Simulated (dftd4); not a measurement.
F₂Sr, triplet, at a GFN2-xTB geometry (such geometries of metal compounds can be far from the true shape) (a higher spin typed on purpose: for a closed-shell molecule this is an excited state); D4 for revpbe run with dftd4.

dftd4 was given this input:
```
$ dftd4 mol.xyz --func revpbe --charge 0 --json dftd4.json --noedisp --property

# file mol.xyz
3

Sr    -0.01928479    -0.00443925    -0.00172854
F     -0.19487950     1.54858338    -1.32094324
F      0.27630419    -1.52983987     1.32824151
```

What the program printed (banner, timings and long lists left out):

```
                    ____  _____ _____     ____  _  _
      -------------|  _ \|  ___|_   _|---|  _ \| || |------------
     |             | | | | |_    | | ___ | | | | || |_           |
     |             | |_| |  _|   | ||___|| |_| |__   _|          |
     |             |____/|_|     |_|     |____/   |_|            |
     |             ===================================           |
     |            E. Caldeweyher, S. Ehlert & S. Grimme          |
     |          Mulliken Center for Theoretical Chemistry        |
     |                    University of Bonn                     |
      -----------------------------------------------------------

Rational (Becke-Johnson) damping: revpbe-D4-ATM
---------------------
  s6         1.0000
  s8         1.7468
  s9         1.0000
  a1         0.5363
  a2         3.0726
 alp        16.0000
--------------------

Atomic data, radii in Ångström:
------------------------------------------------------
   Z          R(cov)      r4/r2   hardness         EN
------------------------------------------------------
  38 Sr       2.2267     4.5901     0.1865     0.9500
   9 F        0.8533     1.2638     0.6693     3.9800
------------------------------------------------------

Atomic reference systems (in atomic units):
----------------------------------------------------------------------------
   Z        #      CN     q+Z       C6(AA)   #      CN     q+Z       C6(AA)
----------------------------------------------------------------------------
  38 Sr     1  0.0000 10.0000    3550.0192   2  0.7929 10.4264    2059.9774
            3  1.5481 10.6490     251.7315   4 15.1210 10.5140     161.2729
   9 F      1  0.0000  9.0000       9.7374   2  0.7408  8.7523      11.7796
----------------------------------------------------------------------------

Atomic properties (in atomic units):
----------------------------------------------------------------------------
     #    Z              CN          q      C6(AA)        C8(AA)   alpha(0)
----------------------------------------------------------------------------
     1   38 Sr       1.2010     1.2331    678.1949   153077.2727    97.8201
     2    9 F        0.6005    -0.6166     16.6637      285.1362     4.7077
     3    9 F        0.6005    -0.6166     16.6637      285.1362     4.7077
----------------------------------------------------------------------------

Molecular properties (in atomic units):
----------------------------------------
 molecular C6                1021.3867
 molecular C8              171403.7229
----------------------------------------

Dispersion energy:      -2.8502366382748E-03 Eh

[Info] JSON dump of results written to 'dftd4.json'
```
